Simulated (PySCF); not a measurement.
C2H7ClSi2 (SMILES [SiH3]/C=C/[SiH2]Cl), singlet, geometry from GFN2-xTB; PBE/6-31G, polarisability in PySCF.

Input for PySCF:
```python
from pyscf import gto, scf, dft
from pyscf.prop import polarizability

mol = gto.Mole()
mol.atom = '''
    Si   -3.18538217   -0.04733303    0.23263294
    C    -1.39019700   -0.58343096    0.42985780
    C    -0.32606904    0.19898397    0.25576631
    Si    1.46698489   -0.33627191    0.45396200
    Cl    2.55206056    0.55894825   -1.00053660
    H    -3.23386517    1.37372456   -0.11183388
    H    -3.88455714   -0.28571541    1.49842159
    H    -3.80435514   -0.84792240   -0.82695753
    H    -1.21866723   -1.61842665    0.70596505
    H    -0.49938218    1.23390857   -0.02255278
    H     1.60474329   -1.78237822    0.29835257
    H     2.00621210    0.10184036    1.74165359
'''
mol.basis = '6-31g'
mol.verbose = 4
mol.build()

mf = dft.RKS(mol)
mf.xc = 'pbe'
mf.kernel()
alpha = mf.Polarizability().polarizability()[2, 2]
print('alpha_zz =', alpha)
```

The log (banner, timings and long lists left out):

```
site-packages/pyscf/prop/efg/rhf.py:45: UserWarning: Module EFG is under testing
  warnings.warn('Module EFG is under testing')
site-packages/pyscf/prop/efg/dhf.py:30: UserWarning: Module EFG is under testing
  warnings.warn('Module EFG is under testing')
site-packages/pyscf/prop/zfs/uhf.py:40: UserWarning: Module ZFS is under testing
  warnings.warn('Module ZFS is under testing')
site-packages/pyscf/prop/gtensor/uhf.py:43: UserWarning: Module g-tensor is under testing
  warnings.warn('Module g-tensor is under testing')
site-packages/pyscf/prop/gtensor/uks.py:41: UserWarning: Module g-tensor is under testing
  warnings.warn('Module g-tensor is under testing')
site-packages/pyscf/prop/hfc/uks.py:35: UserWarning: Module HFC is under testing
  warnings.warn('Module HFC is under testing')
site-packages/pyscf/prop/magnetizability/rhf.py:39: UserWarning: Module magnetizability is under testing
  warnings.warn('Module magnetizability is under testing')
site-packages/pyscf/prop/magnetizability/uhf.py:37: UserWarning: Module magnetizability is under testing
  warnings.warn('Module magnetizability is under testing')
site-packages/pyscf/prop/magnetizability/rks.py:37: UserWarning: Module magnetizability is under testing
  warnings.warn('Module magnetizability is under testing')
site-packages/pyscf/prop/magnetizability/uks.py:39: UserWarning: Module magnetizability is under testing
  warnings.warn('Module magnetizability is under testing')
site-packages/pyscf/prop/polarizability/uhf.py:34: UserWarning: Module polarizability is under testing
  warnings.warn('Module polarizability is under testing')
site-packages/pyscf/prop/polarizability/rks.py:29: UserWarning: Module polarizability is under testing
  warnings.warn('Module polarizability is under testing')
site-packages/pyscf/prop/polarizability/uks.py:29: UserWarning: Module polarizability is under testing
  warnings.warn('Module polarizability is under testing')
PySCF version 2.14.0

[INPUT] verbose = 4
[INPUT] num. atoms = 12
[INPUT] num. electrons = 64
[INPUT] charge = 0
[INPUT] spin (= nelec alpha-beta = 2S) = 0
[INPUT] symmetry False subgroup None
[INPUT] Mole.unit = angstrom
[INPUT] Symbol           X                Y                Z      unit          X                Y                Z       unit  Magmom
[INPUT]  1 Si    -3.185382170000  -0.047333030000   0.232632940000 AA   -6.019499903373  -0.089446463346   0.439612544152 Bohr   0.0
[INPUT]  2 C     -1.390197000000  -0.583430960000   0.429857800000 AA   -2.627091589192  -1.102524726992   0.812313514508 Bohr   0.0
[INPUT]  3 C     -0.326069040000   0.198983970000   0.255766310000 AA   -0.616181183300   0.376025206479   0.483328277791 Bohr   0.0
[INPUT]  4 Si     1.466984890000  -0.336271910000   0.453962000000 AA    2.772199670975  -0.635461813284   0.857863850960 Bohr   0.0
[INPUT]  5 Cl     2.552060560000   0.558948250000  -1.000536600000 AA    4.822695511704   1.056259110305  -1.890740151604 Bohr   0.0
[INPUT]  6 H     -3.233865170000   1.373724560000  -0.111833880000 AA   -6.111119495070   2.595963188989  -0.211335404647 Bohr   0.0
[INPUT]  7 H     -3.884557140000  -0.285715410000   1.498421590000 AA   -7.340749109824  -0.539923874468   2.831606424235 Bohr   0.0
[INPUT]  8 H     -3.804355140000  -0.847922400000  -0.826957530000 AA   -7.189189295181  -1.602341110884  -1.562723248347 Bohr   0.0
[INPUT]  9 H     -1.218667230000  -1.618426650000   0.705965050000 AA   -2.302947301682  -3.058383121197   1.334080598015 Bohr   0.0
[INPUT] 10 H     -0.499382180000   1.233908570000  -0.022552780000 AA   -0.943695551688   2.331749260054  -0.042618577548 Bohr   0.0
[INPUT] 11 H      1.604743290000  -1.782378220000   0.298352570000 AA    3.032525318333  -3.368206686190   0.563804645860 Bohr   0.0
[INPUT] 12 H      2.006212100000   0.101840360000   1.741653590000 AA    3.791191416789   0.192450388827   3.291248288966 Bohr   0.0

nuclear repulsion = 308.473466157976
number of shells = 45
number of NR pGTOs = 210
number of NR cGTOs = 71
basis = 6-31g
ecp = {}

******** <class 'pyscf.dft.rks.RKS'> ********
method = RKS
initial guess = minao
damping factor = 0
level_shift factor = 0
DIIS = <class 'pyscf.scf.diis.CDIIS'>
diis_start_cycle = 1
diis_space = 8
diis_damp = 0
SCF conv_tol = 1e-09
SCF conv_tol_grad = None
SCF max_cycles = 50
direct_scf = True
direct_scf_tol = 1e-13
XC library pyscf.dft.libxc version 7.1.2
    S. Lehtola, C. Steigemann, M. J. T. Oliveira, and M. A. L. Marques,  SoftwareX 7, 1–5 (2018)
XC functionals = pbe
    J. P. Perdew, K. Burke, and M. Ernzerhof,  Phys. Rev. Lett. 77, 3865 (1996)
    J. P. Perdew, K. Burke, and M. Ernzerhof,  Phys. Rev. Lett. 78, 1396 (1997)
    J. P. Perdew, K. Burke, and M. Ernzerhof,  Phys. Rev. Lett. 77, 3865 (1996)
    J. P. Perdew, K. Burke, and M. Ernzerhof,  Phys. Rev. Lett. 78, 1396 (1997)
radial grids:
    Treutler-Ahlrichs [JCP 102, 346 (1995); DOI:10.1063/1.469408] (M4) radial grids

becke partition: Becke, JCP 88, 2547 (1988); DOI:10.1063/1.454033
pruning grids: <function nwchem_prune>
grids dens level: 3
symmetrized grids: False
atomic radii adjust function: <function treutler_atomic_radii_adjust>
small_rho_cutoff = 0
Set gradient conv threshold to 3.16228e-05
Initial guess from minao.
tot grids = 154136
init E= -1119.0966805992
  HOMO = -0.310815616757953  LUMO = -0.115341201584846  gap/eV = 5.31913
cycle= 1 E= -1118.78632874547  delta_E= 0.31  |g|= 0.44  |ddm|= 3.18
  HOMO = -0.185414030998258  LUMO = -0.0235423408046864  gap/eV = 4.40475
cycle= 2 E= -1118.71216169504  delta_E= 0.0742  |g|= 0.655  |ddm|= 1.48
  HOMO = -0.259973463489233  LUMO = -0.0682040215453887  gap/eV = 5.21831
cycle= 3 E= -1118.84722188412  delta_E= -0.135  |g|= 0.0569  |ddm|= 0.956
  HOMO = -0.255607572525803  LUMO = -0.0618051537408484  gap/eV = 5.27363
cycle= 4 E= -1118.84778203389  delta_E= -0.00056  |g|= 0.0448  |ddm|= 0.121
  HOMO = -0.255967750237125  LUMO = -0.0624839325621851  gap/eV = 5.26496
cycle= 5 E= -1118.8483074762  delta_E= -0.000525  |g|= 0.0145  |ddm|= 0.0543
  HOMO = -0.257009937497784  LUMO = -0.0635596516263306  gap/eV = 5.26405
cycle= 6 E= -1118.84837150071  delta_E= -6.4e-05  |g|= 0.00308  |ddm|= 0.0208
  HOMO = -0.256919703883002  LUMO = -0.0634760357544748  gap/eV = 5.26387
cycle= 7 E= -1118.84837486817  delta_E= -3.37e-06  |g|= 0.000495  |ddm|= 0.00601
  HOMO = -0.256888542128103  LUMO = -0.0634423509923623  gap/eV = 5.26394
cycle= 8 E= -1118.84837496837  delta_E= -1e-07  |g|= 5.26e-05  |ddm|= 0.00103
  HOMO = -0.256889487948612  LUMO = -0.0634427234907176  gap/eV = 5.26395
cycle= 9 E= -1118.84837496945  delta_E= -1.08e-09  |g|= 7.45e-06  |ddm|= 0.000123
  HOMO = -0.256889921247273  LUMO = -0.0634430493213078  gap/eV = 5.26396
cycle= 10 E= -1118.84837496946  delta_E= -1.32e-11  |g|= 2.28e-06  |ddm|= 1.97e-05
  HOMO = -0.256890276498872  LUMO = -0.0634434572006826  gap/eV = 5.26396
Extra cycle  E= -1118.84837496947  delta_E= -1e-11  |g|= 2.58e-06  |ddm|= 9.29e-06
converged SCF energy = -1118.84837496947
Isotropic polarizability 75.3731493007
Polarizability anisotropy 43.7459851721
alpha_zz = 58.635217840629274
```
